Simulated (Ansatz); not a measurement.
Process, species as SMILES: [Si]Cl (Si-Cl) → Cl atom + Si atom
B3LYP-D3(BJ)/def2-TZVP geometries, fixed; electronic energies without zero-point terms.

Core correlation in the atomisation energy at CCSD(T) with Ansatz (a program for electronic structure), in kcal/mol: frozen core against 1s of Al to Cl frozen alone. Open shells are unrestricted.

```tsv
basis	functions, most	frozen core	1s of Al to Cl frozen alone	core term (second minus first)
cc-pV(D+d)Z	46	87.83	88.57	0.74
cc-pCVDZ	54	86.36	86.86	0.50
cc-pV(T+d)Z	78	96.52	98.34	1.82
cc-pCVTZ	118	96.43	96.80	0.36
cc-pwCVTZ	118	96.73	97.08	0.35
cc-pV(Q+d)Z	128	100.11	100.85	0.75
```

The largest core-valence set, cc-pwCVTZ, gives a core term of 0.35 kcal/mol; the valence set cc-pV(Q+d)Z, which lacks functions for the core, gives 0.75.
